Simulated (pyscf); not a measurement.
H₃C–Zn–F (SMILES [CH3][Zn][F]), singlet

Gas-phase minimum from PySCF at ωB97X-D3(BJ)/def2-SVP, one conformer. 

SMILES: [CH3][Zn][F]
```xyz
6

C     -0.3925    -0.1569     0.0489
Zn     1.2516     0.8144    -0.1853
F      2.7459     1.6992    -0.4012
H     -1.2604     0.4621    -0.2298
H     -0.4098    -1.0632    -0.5773
H     -0.5235    -0.4688     1.0974
```
Charge 0, spin multiplicity 1.

Bond lengths (Å): C1–Zn2 1.924, C1–H4 1.102, C1–H5 1.102, C1–H6 1.102, Zn2–F3 1.750. Angles (°): Zn2–C1–H4 111.0, Zn2–C1–H5 111.1, Zn2–C1–H6 111.1, H4–C1–H5 107.8, H4–C1–H6 107.8, H5–C1–H6 107.8, C1–Zn2–F3 179.9.

Properties at ωB97X-D3(BJ)/def2-SVP:

- Harmonic wavenumbers, unscaled = 140, 140, 551, 711, 712, 718, 1233, 1444, 1444, 3071, 3173, 3173 cm⁻¹
- Zero-point energy = 23.6 kcal/mol
- Rotational symmetry number = 3
- Entropy of this conformer at 298 K and 1 atm, rigid rotor and harmonic oscillator, modes under 100 cm⁻¹ raised to 100 = 279.9 J/(mol K)
- Dipole moment = 2.38 D

Single-point totals, which compare only within one level (frozen core for MP2 and CC):

```
level                   total energy (hartree)
----------------------  ----------------------
ωB97X-D3(BJ)/def2-TZVP             -1919.23584
PBE/def2-TZVP                      -1918.82549
r²SCAN/def2-TZVP                   -1919.16347
B3LYP-D3(BJ)/def2-TZVP             -1919.30529
PBE0-D3(BJ)/def2-TZVP              -1918.84965
M06-2X/def2-TZVP                   -1919.15919
ωB97M-D3(BJ)/def2-TZVP             -1919.29845
HF/def2-TZVPP                      -1916.94278
MP2/def2-TZVPP                     -1918.21952
CCSD/def2-TZVPP                    -1918.14831
CCSD(T)/def2-TZVPP                 -1918.18031
```

Soft torsions are taken as harmonic, which can shift the entropy by several J/(mol K). The CCSD(T) − MP2 part came from Ansatz, without density fitting, on the same reference. The frozen core leaves the outer d or s,p core shells of the metals and heavy elements correlated in the MP2 and CC values, and def2-TZVPP describes them poorly, so these totals are far from the basis limit. Elements up to Kr have no core potential and no relativistic terms here.
